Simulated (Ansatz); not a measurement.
Ansatz results at the PBE0-D4/def2-TZVP geometry: HOMO–LUMO gap (PBE0/def2-TZVPP) 6.83 eV; HOMO–LUMO gap (PBE/def2-TZVPP) 4.86 eV; LUMO energy (PBE/def2-TZVPP) -1.60 eV.

Each molecule was computed in one conformer, which needn't be the lowest.

Which molecule gave them?
A. `[CH3][Al]([CH3])[S]B(O)O`
B. `C=CS`
C. `C[SiH2]SSC`
D. `[CH3][Zn][S][Si](Cl)(Cl)Cl`

A. The others give `C=CS`: 6.55, 4.50, -0.94; `C[SiH2]SSC`: 5.97, 3.81, -1.68; `[CH3][Zn][S][Si](Cl)(Cl)Cl`: 7.18, 5.11, -1.55.
